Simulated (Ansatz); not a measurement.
Compare A (`C[CH](C)[Ge][F]`) with its isomer B (`C=[C](F)[GeH2][CH3]`).

Program: Ansatz. Geometries: PBE0-D4/def2-TZVP. ΔE: electronic, gas phase. CCSD(T)/CBS is the MP2 limit (def2-TZVPP, def2-QZVPP) plus CCSD(T) − MP2 in def2-TZVPP, frozen cores. Functionals use def2-TZVPP. For Ge outer-core shells are correlated without core-valence functions, which leaves a few kJ/mol of doubt a bond. Scalar relativity is left out up to krypton. One conformer a species, not always the lowest.

Which is lower in electronic energy at CCSD(T)/CBS, and by how much? (Estimate.)

Computed: A, by 141.9 kJ/mol.

Give E(B) − E(A) in kJ/mol with HF/def2-TZVPP, B2PLYP, CCSD/def2-TZVPP, PBE0-D4, PBE-D4, ωB97M-V, r2SCAN-D4. (An estimate is asked.)

Computed: HF/def2-TZVPP 126.0, B2PLYP 138.5, CCSD/def2-TZVPP 128.7, PBE0-D4 138.9, PBE-D4 141.0, ωB97M-V 143.8, r2SCAN-D4 129.3. None reverses the order clearly.

Largest T1 diagnostic: 0.013.

The D4 term adds +4.7 kJ/mol with B3LYP and +2.3 kJ/mol with PBE0; it sums over pairs of atoms, weighted by their polarisabilities, and B3LYP, whose exchange is more repulsive, gets the larger term.

B3LYP here is the variant with VWN-RPA as its local correlation; programs differ in this.
